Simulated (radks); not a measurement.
Results of a calculation; reference values are marked as such.
Task: Radial electron density D(r) = 4 pi r^2 rho(r) of an atom or ion with 21 electrons. Level of theory: Dirac Kohn-Sham, LDA (Slater exchange, Perdew-Wang correlation), spin-unpolarised, spherical densities, finite nucleus; Fermi nuclear charge, rms radius of each element as measured or else 0.836 A^(1/3) + 0.57 fm (a radial shooting solver on a logarithmic mesh with Libxc functionals).

```
   r/bohr * D(r) (the largest magnitude, 31.4, reaches the edge; | marks zero)
 0.004009 |  *
 0.005221 |    *
 0.006744 |      *
 0.008711 |          *
  0.01134 |               *
  0.01465 |                      *
  0.01908 |                              *
  0.02465 |                                      *
  0.03209 |                                              *
  0.04146 |                                                 *
  0.05398 |                                                *
  0.06973 |                                           *
  0.09007 |                                      *
   0.1173 |                                        *
   0.1515 |                                               *
   0.1973 |                                                      *
   0.2548 |                                                 *
   0.3318 |                                *
   0.4286 |                   *
   0.5582 |                 *
    0.721 |                     *
   0.9314 |                  *
    1.213 |          *
    1.567 |   *
     2.04 | *
    2.635 |*
    3.431 *
    4.432 *
    5.771 *
```

What is the nuclear charge?

Result: Z = 24. The innermost maximum, from 1s, lies near gamma/Z bohr with gamma = sqrt(1 - (Z/c)^2) = 0.985, here 0.041 bohr (found: 0.0442), and its height grows with Z. The density is that of the chromium ion Cr3+ in [Ar] 3d2 4s1; the configuration itself is not fixed sharply by these data, and Z only to about a unit. D(r) has 3 maxima, at r = 0.0442, 0.204, 0.756 bohr, and minima at 0.0984, 0.499 bohr, inside which lie 2.14, 10.51 electrons.
